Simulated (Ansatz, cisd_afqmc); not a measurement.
Species: InH, charge 0, singlet. InH (SMILES [InH]).
B3LYP-D3(BJ)/def2-TZVP minimum from Ansatz (an electronic-structure program):
```
In
H 1 1.8626
```

Total energies in def2-SVP, 4 correlated electrons, 9 frozen orbitals. Radicals and triplets start from unrestricted determinants; spin-orbit coupling is neglected. Cores are frozen in correlated methods (noble-gas shells, and filled d and f shells in the p block). Past Kr the def2 sets carry scalar-relativistic core potentials. The Monte Carlo rows (phaseless AFQMC, CISD trial, step 0.005/hartree) carry one-sigma bars that omit the constraint's bias. Outlying blocks are dropped, and bars are widened where a walk drifts. Over all cases where full CI ran beside it in this data, AFQMC minus full CI had a median of +0.1 mEh and passed +0.4 mEh in a tenth of the cases. Spin-orbit terms, left out, reach several kcal/mol for Br and I, and more for heavier atoms.

The bar of a AFQMC/CISD walk is widened from 0.06 to 0.08 mEh, since its error had not levelled off in the blocking analysis.

```tsv
method	program	energy (Eh)	error against FCI (mEh)
HF	Ansatz	-189.77186	64.62
MP2	Ansatz	-189.81715	19.33
CCSD	Ansatz	-189.83541	1.07
CCSD(T)	Ansatz	-189.83619	0.29
CCSDT(Q)	Ansatz	-189.83647	0.01
CCSDTQ	Ansatz	-189.83648	0.00
AFQMC/CISD	cisd_afqmc	-189.8364 ± 0.0001	0.1 ± 0.1
FCI	Ansatz	-189.83648	0.00
```
